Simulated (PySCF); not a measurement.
Te(NH2)(OSiH3) (H5NOSiTe), SMILES N[Te]O[SiH3].

Geometry optimised at PBE0-D3(BJ)/def2-SVP. The structure was generated by enumeration, and PubChem lists no compound with its InChIKey, so it may never have been made. The def2 effective core potentials stand for the cores of Te; spin–orbit coupling is left out. The values are those of a single conformer.

The numbers are results of PBE/def2-TZVP (PySCF), not measurements.

The total energy is -690.28656 hartree and the highest occupied level comes out as -5.12 eV. The lowest empty level comes out as -2.37 eV. The orbital gap is 2.75 eV and the dipole moment is 1.44 D. The quadrupole, principal values (traceless, Buckingham form, about the centre of nuclear charge) is -5.39, -1.77, 7.16 D·Å, the mean static polarisability comes out as 75.9 bohr³ (11.24 Å³) and the polarisability, principal values comes out as 60.3, 73.2, 94.2 bohr³.
